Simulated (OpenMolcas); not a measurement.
# 3d2 along the 20-electron sequence

- Program: OpenMolcas 26.06
- Method: SS-CASPT2, IPEA 0.25 Eh, imaginary shift 0.1 Eh
- Basis: ANO-RCC-VQZP
- Scalar Hamiltonian: DKH2, point nucleus
- Spin-orbit coupling: RASSI with atomic mean-field integrals over the reference wave functions, term energies averaged over their components

Active space for each ion: 2 electrons in 10 orbitals (3d 4d); closed shells correlated by CASPT2: 3s 3p.

Computed levels in cm-1 above 3F2:

```
                               Level   Ti2+    V3+   Cr4+   Mn5+   Co7+
                                 3F3    198    325    508    736   1445
                                 3F4    455    744   1155   1663   3220
                                 1D2   8130  10510  12920  15280  19740
                                 3P0  11070  13570  16110  18610  23160
                                 3P1  11140  13680  16290  18870  23690
                                 3P2  11270  13910  16670  19440  24920
                                 1G4  14440  18450  22190  25940  33150
                                 1S0  32460  42760  51900  60700  76610
weight of 3F in the lowest level (%)    100    100    100    100    100
```

Measured, with the error of the calculation in %. Measured levels: Ti2+ from Corliss and Sugar, J. Phys. Chem. Ref. Data 8, 1 (1979); V3+ from Sugar and Corliss, J. Phys. Chem. Ref. Data 7, 1191 (1978); Cr4+ from Sugar and Corliss, J. Phys. Chem. Ref. Data 6, 317 (1977); Mn5+ from Corliss and Sugar, J. Phys. Chem. Ref. Data 6, 1253 (1977); Co7+ from Sugar and Corliss, J. Phys. Chem. Ref. Data 10, 1097 (1981).

```json
{"Level": "3F3", "Ti2+": "185 (+7.3)", "V3+": "325 (0)", "Cr4+": "508 (0)", "Mn5+": "746 (-1.3)", "Co7+": "1430 (+1.1)"}
{"Level": "3F4", "Ti2+": "420 (+8.3)", "V3+": "735 (+1.2)", "Cr4+": "1142 (+1.2)", "Mn5+": "1669 (-0.3)", "Co7+": "3144 (+2.3)"}
{"Level": "1D2", "Ti2+": "8474 (-4.1)", "V3+": "10959 (-4.1)", "Cr4+": "13188 (-2.0)", "Mn5+": "15336 (-0.3)", "Co7+": "19624 (+0.6)"}
{"Level": "3P0", "Ti2+": "10538 (+5.1)", "V3+": "", "Cr4+": "15492 (+4.0)", "Mn5+": "17782 (+4.7)", "Co7+": "22304 (+3.8)"}
{"Level": "3P1", "Ti2+": "10604 (+5.0)", "V3+": "13239 (+3.3)", "Cr4+": "15677 (+3.9)", "Mn5+": "18057 (+4.5)", "Co7+": "22839 (+3.7)"}
{"Level": "3P2", "Ti2+": "10721 (+5.2)", "V3+": "13458 (+3.4)", "Cr4+": "16041 (+3.9)", "Mn5+": "18628 (+4.4)", "Co7+": "24055 (+3.6)"}
{"Level": "1G4", "Ti2+": "14398 (+0.3)", "V3+": "18391 (+0.3)", "Cr4+": "22019 (+0.8)", "Mn5+": "25511 (+1.7)", "Co7+": "32360 (+2.5)"}
{"Level": "1S0", "Ti2+": "32476 (0)", "V3+": "42462 (+0.7)", "Cr4+": "51146 (+1.5)", "Mn5+": "", "Co7+": "74247 (+3.2)"}
```

The fine-structure level 3F4 changes by a factor of 7.08 from Ti2+ to Co7+. Its fourth root runs 4.62, 5.22, 5.83, 6.39, 7.53, with steps per unit of Z of 0.60, 0.61, 0.56, 0.57; equal steps would mean a (Z - σ)^4 law with constant σ.

1D2 changes by a factor of 2.43 over the same range, with steps per unit of Z of +2380, +2410, +2360, +2230 cm-1.

Term energies are means over components that CASPT2 splits; among the terms shown or strongly mixed into the levels shown the widest spread is 940 cm-1 (3d2 1G, Co7+). Active for correlation alone: 4d; no level in the range computed is led by a configuration that fills it, so any true level of that kind is missing. Computed and measured levels are paired by configuration, term and J; levels that our copy of the source lacks, or whose pairing is in doubt (as where it misses far off the trend of its configuration), stay unpaired and out of the deviations. Only configurations of the active space appear.
